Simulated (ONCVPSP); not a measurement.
**Configuration tests for V (ONCV)**

V (Z = 23), optimised norm-conserving Vanderbilt (ONCV), made with ONCVPSP 4.0.1 (PBE, scalar-relativistic). Core [Ne], reference 3s2 3p6 3d3 4s1.75 4p0.25. Waves: 3s+4s: rc 1.85 bohr, ncon 5, nbas 9, qcut 5.4 1/bohr, 2 projectors; 3p+4p: rc 2.10 bohr, ncon 4, nbas 7, qcut 7 1/bohr, 2 projectors; 3d: rc 1.75 bohr, ncon 4, nbas 8, qcut 10.2 1/bohr, 2 projectors, debl 0.6 Ha. Local part: polynomial inside 1.70 bohr (lpopt 5, dvloc0 -1.5 Ha). Core correction: Teter function, fcfact 3.25, rcfact 1.15.

Energies are relative to the spin-unpolarised reference configuration 3s2 3p6 3d3 4s1.75 4p0.25; without spin polarisation the order of configurations can differ from experiment. Not all tests gave a result: 1 of 4 tests not solved or not reliable.

| valence configuration | charge | ΔE all-electron (eV) | error AE − PS (meV) |
| --- | --- | --- | --- |
| 3s2 3p6 3d3 4s2 4p0 | 0 | -0.820 | 0.0 |
| 3s2 3p6 3d3 4s1 4p0 | +1 | 6.915 | -0.5 |
| 3s2 3p6 3d3 4s0 4p0 | +2 | 21.211 | -3.6 |

Levels in the configuration 3s2 3p6 3d3 4s2 4p0:

```
level  all-electron (eV)  pseudo (eV)
   3s            -70.235      -70.231
   3p            -44.041      -44.039
   3d             -5.165       -5.164
   4s             -4.702       -4.702
```
